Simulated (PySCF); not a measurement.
# Pt⁺ (platinum, charge +1) across methods

[Xe] 4f14 5d8 6p1, one real determinant (an excited configuration). Calculation: PySCF 2.14, in aug-cc-pwCVDZ-PP with ECP60MDF; a scalar-relativistic core potential.

```tsv
method	E (hartree)	mean ε 5d α (eV)	mean ε 5d β (eV)	mean ε 6p α (eV)	Σ⟨r²⟩ (bohr²)	⟨S²⟩
CAM-B3LYP	-118.7163	-21.848	-20.534	-10.179	47.94	3.751
LDA	-118.5419	-18.870	-17.504	-8.800	47.82	3.750
PBE	-118.7930	-18.720	-17.395	-8.678	47.85	3.750
r2SCAN	-118.8102	-19.071	-17.628	-8.818	47.51	3.751
r2SCAN0	-118.7624	-20.760	-19.249	-9.371	47.60	3.751
B3LYP	-118.8077	-20.092	-18.813	-9.117	47.95	3.751
PBE0	-118.7603	-20.485	-19.057	-9.251	47.84	3.751
UHF	-117.99533	-24.959	-23.126	-10.449	48.91	3.753
M06	-118.7501	-20.478	-19.040	-8.890	47.91	3.751
```

⟨L²⟩ = 14.01 against 20 for a pure G term, so this real determinant mixes terms. Energies and moments cover only the electrons outside the core potential. Spin-orbit coupling, absent here, splits the open shell strongly.
